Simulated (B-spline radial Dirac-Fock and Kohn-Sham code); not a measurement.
Binding energies of In at several levels of theory

System: the In atom, configuration [Kr] 4d10 5s1 5p2 (not the ground configuration).

The density-functional columns are spherical, spin-unpolarised Dirac-Kohn-Sham results without Breit or QED terms: −ε is minus the orbital energy of the initial state and ΔSCF the difference of two total energies. The reference in the last column comes from Dirac-Fock (average of configuration) total-energy differences with a finite nucleus, the Breit interaction including its frequency dependence, and self-energy and vacuum-polarisation corrections. All numbers are from a radial B-spline solver, in eV; a selection of levels is shown. For the 1s level of heavy atoms much of the gap between ΔSCF and the reference is the Breit and QED part, -89.8 eV here; for other levels the error of the functional can be larger.

```csv
level,LDA −ε,LDA ΔSCF,Dirac-Fock
K,27703.6,28029.6,27948.8
L1,4149.2,4205.1,4254.1
L2,3871.8,3941.8,3948.9
L3,3661.3,3727.1,3740.9
M1,788.2,806.3,838.8
M2,676.1,694.7,715.4
M3,638.0,656.0,677.0
M4,438.9,458.8,460.7
M5,431.1,450.7,453.1
N2,84.32,91.87,98.51
N3,77.59,84.98,91.88
N4,20.83,27.27,25.90
N5,19.96,26.35,25.05
O1,9.47,13.23,12.17
"O2,3",3.40,6.36,5.25
```

Values without a named source are computed, but for edge energies of neutral atoms, which are taken from tables.
